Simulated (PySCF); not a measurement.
# Electron correlation in Be (beryllium, neutral)

[He] 2s1 2p1, high-spin 3P determinant (an excited configuration). Calculation: PySCF 2.14, in aug-cc-pCVTZ; the non-relativistic Hamiltonian (point nucleus). Frozen: 1s2; 2 electrons correlated.

With two correlated electrons CCSD is exact within the correlated space (frozen core and kept virtual orbitals).

| level | correlation energy (mhartree) |
| --- | --- |
| CCSD | -4.89 |

Diagnostics: T1 = 0.0044, D1 = 0.0070, largest double amplitude 0.031.

Cost of the coupled-cluster step: roughly 2.2 core-seconds, for 2 correlated electrons.
